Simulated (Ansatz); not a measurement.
`CCCCCCCC[Si](O)(O)O`. The state is a singlet with charge 0. Geometry PBE-D4/def2-SVP, basis def2-TZVP, Ansatz.

Cartesian coordinates in Å:
```
C -2.461 -3.127 -3.245
C -1.535 -2.361 -2.299
C -2.029 -2.349 -0.847
C -1.097 -1.644 0.147
C -0.935 -0.136 -0.076
C -0.043 0.543 0.966
C 0.118 2.051 0.747
C 1.049 2.732 1.767
Si 2.870 2.316 1.601
O 3.764 3.005 2.850
O 3.301 2.853 0.075
O 3.274 0.688 1.673
H -2.083 -3.122 -4.287
H -3.480 -2.684 -3.258
H -2.570 -4.188 -2.933
H -0.515 -2.806 -2.330
H -1.417 -1.318 -2.665
H -3.036 -1.874 -0.808
H -2.183 -3.400 -0.515
H -0.094 -2.126 0.118
H -1.478 -1.812 1.180
H -0.512 0.054 -1.087
H -1.940 0.345 -0.076
H -0.464 0.366 1.983
H 0.959 0.061 0.973
H 0.506 2.236 -0.279
H -0.887 2.530 0.781
H 0.727 2.498 2.806
H 0.973 3.839 1.673
H 3.555 3.937 3.031
H 4.160 2.512 -0.232
H 3.502 0.380 2.568
```

```csv
run,HOMO (eV),LUMO (eV)
A,-8.15,0.48
B,-6.68,-0.29
C,-7.04,0.29
D,-7.15,-0.19
E,-6.74,-0.40
```

Question: The runs used B97M-V, PBE, PBE0, r2SCAN, revPBE. Estimate which is which.

Answer: A PBE0 (25 % exact exchange); B revPBE (0 % exact exchange); C r2SCAN (0 % exact exchange); D B97M-V (0 % exact exchange); E PBE (0 % exact exchange). Exact exchange lowers occupied and raises empty levels; among semilocal functionals meta-GGAs tend to open the gap a little, and such runs are hard to tell apart. The gap grows from 6.34 eV (PBE) to 8.63 eV (PBE0).
